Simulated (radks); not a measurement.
The numbers below are computed, except where a source is named.
Task: These are the eigenvalues of the occupied orbitals of an atom or ion with whole-number occupations (eV). Code: a radial shooting solver on a logarithmic mesh with Libxc functionals. Model: scalar-relativistic Kohn-Sham, PBE, spin-unpolarised, spherical densities, finite nucleus; Fermi nuclear charge, rms radius of each element as measured or else 0.836 A^(1/3) + 0.57 fm.

| orbital | eigenvalue |
|---|---|
| 1s | -76108.74 |
| 2s | -13321.75 |
| 2p | -11577.73 |
| 3s | -3122.272 |
| 3p | -2612.034 |
| 3d | -2049.472 |
| 4s | -672.5775 |
| 4p | -505.1695 |
| 4d | -299.2941 |
| 5s | -106.2443 |
| 4f | -70.4942 |
| 5p | -63.0503 |
| 5d | -15.3256 |
| 6s | -13.5608 |

Which element is it, and in what charge state? The configuration may be excited.

Result: Z = 77, iridium, charge +1: Ir+ in [Xe] 4f14 5d7 6s1. The list shows which subshells hold electrons but not how many an open one holds; the 1s level, -2796.9 hartree, gives Z - s = 74.8 by -(Z - s)^2/2, which with screening and relativity narrows Z to a few neighbours, and the depths of the outer levels then fix element, charge and occupations together.
